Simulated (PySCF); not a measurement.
Species: BH9NPSi2.
SMILES with atom numbers: `[BH2:1][N:2]([SiH3:3])[SiH2:4][PH2:5]` (hydrogens: H6, H7 on B1; H8, H9, H10 on Si3; H11, H12 on Si4; H13, H14 on P5)

A GFN2-xTB structure was refined with PBE0-D3(BJ)/def2-SVP geometry optimisation, gas phase in PySCF 2.14.0. Its GFN2-xTB values:

```tsv
coordinate	GFN2-xTB
B1–N2	1.402 Å
B1–H6	1.201 Å
B1–H7	1.147 Å
N2–Si3	1.769 Å
N2–Si4	1.791 Å
Si3–H8	1.489 Å
Si4–P5	2.208 Å
Si4–H11	1.474 Å
P5–H13	1.385 Å
B1–N2–Si3	123.1°
B1–N2–Si4	116.9°
N2–Si4–P5	108.8°
Si3–N2–Si4	120.0°
B1–N2–Si4–P5	-172°
```

**Question.** How do these coordinates change at the PBE0-D3(BJ)/def2-SVP level?

**Answer.** 
| coordinate | PBE0-D3(BJ)/def2-SVP (Å or °) | change |
| --- | --- | --- |
| B1–H7 | 1.214 | +0.067 |
| Si4–P5 | 2.268 | +0.060 |
| P5–H13 | 1.428 | +0.043 |
| Si4–H11 | 1.494 | +0.020 |
| N2–Si4 | 1.776 | -0.015 |
| B1–N2 | 1.414 | +0.012 |
| B1–H6 | 1.211 | +0.010 |
| N2–Si3 | 1.774 | +0.005 |
| Si3–H8 | 1.494 | +0.005 |
| B1–N2–Si3 | 121.1 | -2.0 |
| Si3–N2–Si4 | 121.6 | +1.6 |
| N2–Si4–P5 | 108.4 | -0.4 |
| B1–N2–Si4 | 117.2 | +0.3 |
| B1–N2–Si4–P5 | 161 | -27 |

The energy falls by 24.1 kJ/mol over 19 energy and gradient evaluations, the largest force component goes from 0.0332 to 2.4e-04 Eh/bohr, and the atoms move by 0.374 Å rms after alignment. The bond that changes most is B1–H7 (three-coordinate boron to B–H hydrogen), which lengthens by 0.067 Å. Bonds longer at the end by more than 0.005 Å: 12 of 13; shorter: 1. Among the dihedrals that turn most is Si3–N2–Si4–H11, from 123° to 94°. Rotational constants go from 3423, 1693, 1175 to 3351, 1621, 1151 MHz.

The run used 127 basis functions and 113 SCF cycles in all.

Not checked by PBE0-D3(BJ)/def2-SVP frequencies. One conformer, not necessarily the lowest.
